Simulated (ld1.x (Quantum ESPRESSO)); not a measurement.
How hard is this P (Z = 15) TM potential?

```
Element                 : P
Generator               : ld1.x (Quantum ESPRESSO) 7.5
Type                    : norm-conserving Troullier–Martins (Kleinman–Bylander form)
Functional              : PBEsol
Relativity              : scalar-relativistic
Frozen core             : [Ne]
Valence charge          : 5
Reference configuration : 3s2 3p2 (charge +1)
Partial waves           : 3s (bound): rc 1.10 bohr; 3p (bound): rc 1.85 bohr
Local potential         : all-electron potential smoothed inside 1.30 bohr (lloc = -1)
Core correction         : Bessel-smoothed model core inside 0.55 bohr
```

The pseudo-atom Hamiltonian at the reference potential is diagonalised in spherical Bessel functions j_l(qr) that vanish at 20 bohr, with q² up to the cutoff. All-electron valence levels (Ry): 3s -1.7072, 3p -1.0422.

Q: How do the lowest levels (Ry) of each channel move with the cutoff, and are there ghosts?

A:

```tsv
cutoff (Ry)	s #1	s #2	p #1	d #1	f #1	Σ f·Δε (mRy)
8	-1.5221	-0.3228	-1.0370	-0.2445	-0.0496	380.8
15	-1.5943	-0.3336	-1.0410	-0.2543	-0.0496	228.3
30	-1.6119	-0.3370	-1.0422	-0.2576	-0.0496	190.7
45	-1.6718	-0.3504	-1.0422	-0.2578	-0.0496	70.9
70	-1.7040	-0.3581	-1.0422	-0.2578	-0.0496	6.5
100	-1.7051	-0.3584	-1.0422	-0.2578	-0.0496	4.3
160	-1.7065	-0.3587	-1.0422	-0.2578	-0.0496	1.5
230	-1.7069	-0.3588	-1.0422	-0.2578	-0.0496	0.6
400	-1.7072	-0.3589	-1.0422	-0.2578	-0.0496	0.0
```

Result: no extra level below or beside the all-electron valence levels (s, p, d, f tested); 10 mRy is reached at 70 Ry and 1 mRy at 180 Ry.
